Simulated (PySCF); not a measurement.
CH6ClFSi2, SMILES C[Si@@](F)([SiH3])Cl. Geometry optimised at PBE-D3(BJ)/def2-SVP. The structure was generated by enumeration; whether it is a known compound was not checked.

Computed equilibrium geometry at PBE-D3(BJ)/def2-SVP (PySCF confirms it by a frequency run) as bond lengths and angles:
Atoms: C1 Si2 F3 Si4 Cl5 H6 H7 H8 H9 H10 H11. Bonds (Å): C1–Si2 1.869, C1–H6 1.109, C1–H7 1.109, C1–H8 1.108, Si2–F3 1.644, Si2–Si4 2.347, Si2–Cl5 2.087, Si4–H9 1.503, Si4–H10 1.506, Si4–H11 1.505. Angles (°): Si2–C1–H6 110.1, Si2–C1–H7 110.5, Si2–C1–H8 110.4, H6–C1–H7 108.7, H6–C1–H8 108.4, H7–C1–H8 108.7, C1–Si2–F3 108.4, C1–Si2–Si4 116.3, C1–Si2–Cl5 109.0, F3–Si2–Si4 108.5, F3–Si2–Cl5 107.1, Si4–Si2–Cl5 107.1, Si2–Si4–H9 109.7, Si2–Si4–H10 110.8, Si2–Si4–H11 108.7, H9–Si4–H10 109.4, H9–Si4–H11 109.3, H10–Si4–H11 108.8.
Charge 0, spin multiplicity 1.
